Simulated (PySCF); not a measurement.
A structure optimised at PBE0-D3(BJ)/def2-SVP, used in a PySCF frequency run:

```xyz
6

Zn     0.0000     0.0000    -0.9275
F      0.0000     0.0000    -2.6792
Ge     0.0000     0.0000     1.4362
H      1.2443     0.7184     1.9929
H     -1.2443     0.7184     1.9929
H      0.0000    -1.4368     1.9929
```
Charge 0, spin multiplicity 1.

Problem. Write its SMILES, formula and point group.

Solution. [F][Zn][GeH3], FGeH3Zn, C3v

Problem. What are its rotational constants (standard atomic weights)?

Solution. 80.951, 1.4134, 1.4134 GHz
